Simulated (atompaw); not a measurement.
**Which change was made? (Ni, PAW (atompaw))**

- Element: nickel
- Generator: atompaw 4.2.0.5
- Type: PAW
- Functional: PBE
- Relativity: scalar-relativistic
- Frozen core: [Ar]
- Valence charge: 10
- Reference configuration: 3d8 4s1 4p0 (charge +1)
- Partial waves: 4s (bound): rc 2.55 bohr; 4s channel at 2.1 Ry: rc 2.55 bohr; 4p (bound, empty): rc 2.55 bohr; 4p channel at 0.05 Ry: rc 2.55 bohr; 3d (bound): rc 1.60 bohr; 3d channel at 0.4 Ry: rc 1.60 bohr
- Local potential: troulliermartins scheme with l = 3 at 0 Ry, radius 2.55 bohr
- Core correction: smooth core density matched at 2.40 bohr
- Augmentation charge: sinc compensation charge, radius 2.05 bohr; PAW radius 2.55 bohr; waves and projectors: custom polynom2 7 10 vanderbiltortho

Cutoffs, loose and tight: the cutoffs (Ry, on a coarse ladder) from which the occupation-weighted sum of valence levels, in a spherical-Bessel basis at the reference potential, stays within 10 and 1 mRy of its value at 400 Ry. They see the waves, projectors and local potential, not the compensation charge or the core.

The base gives: outcome: generated; cutoff, loose: 140 Ry; cutoff, tight: 300 Ry; bound ghosts: none.

Task: After one change the result is: outcome: failed: atompaw: The overlap operator has at least one negative eigenvalue!. Which change was it?
A. wave 4s channel at 2.1 Ry: rc 2.55 bohr becomes 4s channel at 2.1 Ry: rc 1.32 bohr
B. reference 3d8 4s2 4p0
C. waves 4s (bound); 4s channel at 2.1 Ry; 4p (bound); 4p channel at 0.05 Ry; 3d (bound); 3d channel at 0.4 Ry; augmentation sinc compensation charge, radius 2.05 bohr; PAW radius 2.55 bohr; waves and projectors: bloechl

Result: C. The others give: wave 4s channel at 2.1 Ry: rc 2.55 bohr becomes 4s channel at 2.1 Ry: rc 1.32 bohr → outcome: generated; cutoff, loose: 140 Ry; cutoff, tight: 300 Ry; bound ghosts: s | reference 3d8 4s2 4p0 → outcome: generated; cutoff, loose: 110 Ry; cutoff, tight: 300 Ry; bound ghosts: none.
